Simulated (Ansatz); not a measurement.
## AlN2Si: structure from calculated spectroscopic constants

These gas-phase data were calculated for one isomer of AlN2Si at r2SCAN-D4/def2-SVP (harmonic, unscaled wavenumbers; equilibrium rotational constants with average atomic masses):

| Item | Value |
| --- | --- |
| rotational constants | 32.12, 3.106, 2.832 GHz |
| all wavenumbers above 1500 cm⁻¹ | none |

Candidates:

(1) `[N]=[Si]=[N][Al]`, a doublet
(2) `[Al]1[N]2[Si][N]12`, a doublet

Which candidate do the data belong to? Where the bands don't settle it, estimate the moments of inertia from typical bond lengths.

Candidate (2). The rotational constants decide: (1) would give 235.1, 1.834, 1.82 GHz.

The same quantities for all candidates:

```
     rotational constants (GHz)  wavenumbers above 1500 cm⁻¹  E above the lowest, r2SCAN-D4/def2-SVP (kcal/mol)
(1)          235.1, 1.834, 1.82                         none                                               22.3
(2)         32.12, 3.106, 2.832                         none                                                0.0
```

Harmonic stretches to hydrogen usually lie a few per cent above observed fundamentals. Open shells are spin-unrestricted. Programs: Ansatz 0.2.0.
